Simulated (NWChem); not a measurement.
Molecule: AlNH₃Cl; SMILES [Cl][AlH][NH2]

```xyz
6

Al    -0.5691     0.5128     0.0000
H     -2.1290     0.7882     0.0000
Cl     0.1939    -1.4659     0.0000
N      0.6069     1.8427     0.0000
H      1.6234     1.7316     0.0000
H      0.3597     2.8350     0.0000
```
Atoms are numbered in this order, from 1.

Results from NWChem. The geometry was optimised at PBE-D3(BJ)/def2-SVP.

**Question.** What does the run give for PBE0/cc-pVQZ? Quantities: highest occupied level (eV); orbital gap (eV); dipole (D).

**Answer.** 
```json
{
 "highest occupied level (eV)": "-7.78",
 "orbital gap (eV)": "7.18",
 "dipole (D)": "2.21"
}
```
